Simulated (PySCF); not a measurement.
## From computed data to an observable: oscillator strength and radiative lifetime

GaFClBr, SMILES [Ga]([Cl])([Br])[F].

Coordinates come from a B3LYP-D3(BJ)/def2-SVP optimisation.

TDA-PBE/def2-SVPD (PySCF) puts the first singlet state with f over 0.02 at 5.29 eV (vertical), with the transition dipole (0.337, -0.216, 0.000) in atomic units.

Task: Find the oscillator strength, the wavelength and the radiative lifetime that this transition would have in vacuum if emission retraced absorption.

Result: 
|μ|² = 0.1602 au, so |μ| = 1.02 D. ΔE = 5.29/27.211 = 0.1944 hartree. f = (2/3) ΔE |μ|² = 0.021 (the program prints 0.021).
λ = 1239.84/5.29 = 234 nm; ν = 42667 cm⁻¹.
Einstein's coefficient A = 0.6670 ν² f s⁻¹ (ν in cm⁻¹) = 2.5e7 s⁻¹, so τ = 1/A = 40 ns. This state is S3; the lower singlets have f = 0.011, 0.005. The figure is the radiative limit of this one transition; relaxation, internal conversion, crossing to triplets and a medium change what is measured.
